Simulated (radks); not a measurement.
I3+, 50 electrons, occupied as [Kr] 4d10 5p2 4f2 (not the ground configuration). All-electron calculation, scalar-relativistic Kohn-Sham, revPBE, spin-polarised, spherical densities, finite nucleus; open shells are filled with parallel spins first (spin-orbit coupling, left out, can overturn this in heavy ions); Fermi nuclear charge, rms radius 4.75 fm. Program: a radial shooting solver on a logarithmic mesh with Libxc functionals.

Normalised radial functions P(r) = r R(r), r in bohr:

r	4p up	4d down	5p up
0.0009452	0.0011	0.0000	0.0004
0.001456	0.0024	0.0000	0.0009
0.002243	0.0052	0.0000	0.0019
0.003482	0.0111	0.0001	0.0041
0.005363	0.0236	0.0003	0.0088
0.008262	0.0491	0.0011	0.0182
0.01273	0.0988	0.0036	0.0367
0.0196	0.1870	0.0115	0.0694
0.03044	0.3217	0.0350	0.1193
0.04688	0.4564	0.0956	0.1688
0.07221	0.4514	0.2283	0.1658
0.1112	0.1041	0.4439	0.0350
0.1713	-0.5109	0.6212	-0.1922
0.2639	-0.6698	0.4423	-0.2346
0.4098	0.2614	-0.2975	0.1347
0.6312	1.2391	-1.0452	0.4085
0.9722	1.0049	-1.0417	-0.0327
1.498	0.3061	-0.4930	-0.6963
2.307	0.0311	-0.1059	-0.7239
3.582	0.0006	-0.0068	-0.2513
5.517	0.0000	-0.0001	-0.0252
8.498	0.0000	0.0000	-0.0004

4p up: eigenvalue -162.45 eV, 2 radial nodes at r = 0.120, 0.374 bohr, <r> = 0.792 bohr, 90 % of the charge inside 1.16 bohr. 4d down: eigenvalue -84.216 eV, 1 radial node at r = 0.353 bohr, <r> = 0.911 bohr, 90 % of the charge inside 1.38 bohr. 5p up: eigenvalue -37.532 eV, 3 radial nodes at r = 0.119, 0.361, 0.953 bohr, <r> = 2.08 bohr, 90 % of the charge inside 2.99 bohr.
